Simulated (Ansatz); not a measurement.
Compare A (`C=CB[SiH2][SiH3]`) with its isomer B (`BC1C[SiH2][SiH2]1`).

Calculated with Ansatz (gas phase, PBE0-D4/def2-TZVP geometries, no zero-point term in ΔE). CCSD(T)/CBS adds triple-zeta CCSD(T) − MP2 to the extrapolated MP2 energy (def2 sets, frozen cores). DFT in def2-TZVPP. B3LYP here is the variant with VWN-RPA as its local correlation; programs differ in this. One conformer a species, not always the lowest.

Problem. Which is lower in electronic energy at CCSD(T)/CBS, and by how much? (Best estimate.)

Solution. Computed: B, by 4.9 kcal/mol.

Problem. Give E(B) − E(A) in kcal/mol with CCSD/def2-TZVPP, CCSD(T)/def2-TZVPP, r2SCAN-D4, B2PLYP, B3LYP, HF/def2-TZVPP, MP2/def2-TZVPP. (Estimate.)

Solution. The calculation gave: CCSD/def2-TZVPP -2.7, CCSD(T)/def2-TZVPP -3.8, r2SCAN-D4 -5.1, B2PLYP -1.1, B3LYP 2.8, HF/def2-TZVPP 8.3, MP2/def2-TZVPP -9.3. The order is the other way round with B3LYP, HF/def2-TZVPP.

Largest T1 diagnostic: 0.013.

From PBE to PBE0 (25 % exact exchange), in def2-TZVPP and without D4, E(B) − E(A) moves by −2.3 kcal/mol. The D4 term adds −2.6 kcal/mol with B3LYP and −1.2 kcal/mol with PBE0; it sums over pairs of atoms, weighted by their polarisabilities, and B3LYP, whose exchange is more repulsive, gets the larger term.
